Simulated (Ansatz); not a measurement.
`FB(Cl)Cl` + CH₃NH₂ → `CNB(Cl)Cl` + H–F at 500 K and 1 bar (ligand exchange at a B–F bond).

Program: Ansatz. Geometries: PBE0-D4/def2-TZVP. ΔE: electronic, gas phase. CCSD(T)/CBS adds triple-zeta CCSD(T) − MP2 to the extrapolated MP2 energy (def2 sets, frozen cores). This one scheme is used for every species. Each species was taken in one conformer, which may not be the lowest.

```csv
species,CCSD(T)/CBS energy (Eh),H − E (kJ/mol),S (J/(mol·K))
`FB(Cl)Cl`,-1044.28221,50.6,320.5
CH₃NH₂,-95.75281,191.8,270.3
`CNB(Cl)Cl`,-1039.64309,204.3,389.4
H–F,-100.39570,39.4,188.7
```

H − E and S are ideal-gas, rigid-rotor, harmonic terms from PBE0-D4/def2-TZVP, for one conformer and one mirror image of each species. 1 Eh = 2625.50 kJ/mol, R = 8.31446 J/(mol·K).

Task: By hand: ΔE, ΔH, ΔS and ΔG.

Result: ΔE = (-1039.64309) + (-100.39570) − (-1044.28221) − (-95.75281) = -0.00377 Eh = -9.9 kJ/mol. Δ(H − E) = 204.3 + 39.4 − 50.6 − 191.8 = 1.3, so ΔH = -8.6 kJ/mol. ΔS = 389.4 + 188.7 − 320.5 − 270.3 = -12.7 J/(mol·K). ΔG = -8.6 − 500 × (-12.7)/1000 = -2.2 kJ/mol.

Task: By hand: the equilibrium constant, and the temperature at which ΔG would vanish if ΔH and ΔS stayed fixed.

Result: log₁₀ K = −ΔG/(RT ln 10) = 0.2. ΔG = 0 at ΔH/ΔS = 677 K, though so small a ΔH makes that figure unsure.

TΔS isn't small against ΔH here. The sign of ΔG lies within the doubt. A doubt of 5 kJ/mol in ΔE shifts log₁₀ K by 0.5 here. Other conformers and mirror images would add mixing entropy, several J/(mol·K) or more a flexible species. These are equilibria of isolated gas molecules and say nothing of rates. Largest T1 diagnostic: 0.012 (customary marks: 0.02 for closed shells, 0.045 for open ones).
